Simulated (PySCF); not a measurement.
# What a mistake does to a calculation on BH3O3

These are calculations, not measurements. The program is PySCF 2.14.0, an open-source quantum chemistry code, run on an isolated molecule that a program drew, which may never have been made. The molecule is BH3O3 (charge 0, singlet), drawn as the SMILES string `OB(O)O`.

Each row is a Hartree-Fock (HF) and frozen-core CCSD(T) single point in the cc-pVDZ basis, meant for a local HF minimum. Run 1 is clean. Each other run has one planted mistake out of seven kinds, and not every kind appears here: one electron removed, one electron added, multiplicity raised by two, geometry at a saddle point, minimal basis STO-3G, one bond length entered in bohr, all coordinates scaled. The reference is restricted for singlets and unrestricted otherwise, and also for a bond in bohr. Adding or removing an electron swaps singlet and doublet. Electrons count all cores. HOMO and LUMO are orbital energies over both spins, the gradient is its largest component, and the lowest frequency (negative if imaginary) is given only where the gradient is small. Bond lengths are over the 6 bonds as drawn. T1 is the CCSD diagnostic: over 0.02 (restricted) or 0.045 (unrestricted) a single reference is doubtful.

Geometry of the clean run:
```xyz
7
BH3O3, angstrom
O     0.4436   -0.2360    1.1497
B    -0.2375   -1.3415    1.5511
O    -0.5789   -1.4920    2.8581
O    -0.5772   -2.2965    0.6457
H     0.6238    0.3565    1.8639
H    -1.0487   -2.2965    3.0183
H    -0.2883   -2.0843   -0.2290
```

| run | electrons | basis functions | <S^2> | HOMO (eV) | LUMO (eV) | gradient (hartree/bohr) | lowest frequency (cm^-1) | mean bond (Å) | longest bond (Å) | T1 | HF (hartree) | CCSD(T) (hartree) | mistake |
|---|---|---|---|---|---|---|---|---|---|---|---|---|---|
| 1 | 32 | 71 | 0.000 | -13.56 | 5.00 | 2.4e-05 | 467 | 1.1522 | 1.359 | 0.0118 | -251.21416 | -251.88407 | no fault |
| 2 | 32 | 71 | 0.000 | -13.66 | 5.35 | 7.9e-02 | - | 1.0877 | 1.283 | 0.0103 | -251.18421 | -251.84107 | all coordinates scaled |
| 3 | 32 | 23 | 0.000 | -10.18 | 11.06 | 4.3e-02 | - | 1.1522 | 1.359 | 0.0137 | -247.78661 | -247.96912 | ? |
| 4 | 32 | 71 | 0.853 | -9.42 | 3.50 | 2.1e-02 | - | 1.3538 | 2.568 | 0.0510 | -251.03163 | -251.68490 | ? |

**Which mistake was planted in run 3, and what did it cost?**

It has 23 basis functions where the clean run has 71, with the same electrons and geometry. So the mistake is: minimal basis STO-3G. Subtracting run 1 and multiplying by 627.51 kcal/mol a hartree, the energy moved by 2150.8 kcal/mol in HF and 2456.7 kcal/mol in CCSD(T).

**Which mistake was planted in run 4, and what did it cost?**

The mean bond changes by a factor of 1.175 and the longest by 1.890, so the molecule wasn't scaled as a whole. A length L in bohr read as angstrom grows by (1/0.5292 - 1) L = 0.890 L. The 6 bonds together grew by 6 x 0.2016 = 1.210 Å, which gives L = 1.360 Å. That is the length of one of the B-O bonds, 1.359 Å in the clean geometry. So the mistake is: one bond length entered in bohr. Subtracting run 1 and multiplying by 627.51 kcal/mol a hartree, the energy moved by 114.5 kcal/mol in HF and 125.0 kcal/mol in CCSD(T).

Cautions from the logs. Run 4: T1 is over the limit, so its CCSD(T) energy is less reliable.
